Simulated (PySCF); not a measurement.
From one molecule to another.

First species: C7H9NOSi.
SMILES: `N#C[C@@H]([SiH3])CC1=CC=CO1`

Second species: C₅H₉NSSi.
InChI=1S/C5H9NSSi/c1-6-8-5-3-2-4-7-5/h2-4,6H,8H2,1H3

Levels: PBE0/pcSseg-1 for dipole moment, HOMO energy, LUMO energy and HOMO–LUMO gap; GFN2-xTB for rotational constant A and rotational constant C. Geometries: GFN2-xTB. All species are isolated and taken at one optimised geometry, non-relativistic unless stated. Electronic properties by PySCF.

The conformers computed, where there is a choice (atom-mapped SMILES and torsion angles):
- `[N:1]#[C:2][C@@H:3]([SiH3:4])[CH2:5][c:6]1[cH:7][cH:8][cH:9][o:10]1`: C2–C3–C5–C6 -178°, C3–C5–C6–C7 120°
- `[CH3:1][NH:2][SiH2:3][c:4]1[cH:5][cH:6][cH:7][s:8]1`: C1–N2–Si3–C4 -178°, N2–Si3–C4–C5 23°

```tsv
property	column X	column Y
dipole moment	4.50 D	1.45 D
HOMO energy	-6.88 eV	-6.79 eV
LUMO energy	-0.23 eV	-0.65 eV
HOMO–LUMO gap	6.65 eV	6.14 eV
rotational constant A	2.468 GHz	3.842 GHz
rotational constant C	0.603 GHz	0.655 GHz
```

**Question.** Which column belongs to which species?

**Answer.** Column X is the first species and column Y the second. The first has 19 atoms and 80 electrons, the second 17 and 76.

**Question.** How does each property change from the first species to the second?

**Answer.** dipole moment -3.05 D; HOMO energy +0.09 eV; LUMO energy -0.42 eV; HOMO–LUMO gap -0.51 eV; rotational constant A +1.374 GHz; rotational constant C +0.052 GHz.

On the first: A dipole of 4.50 D is allowed in C1, and pure rotational transitions are dipole-allowed. The dipole matches unit charges of opposite sign 0.94 Å apart (1 e·Å = 4.8032 D).

On the second: The dipole matches unit charges of opposite sign 0.30 Å apart (1 e·Å = 4.8032 D).
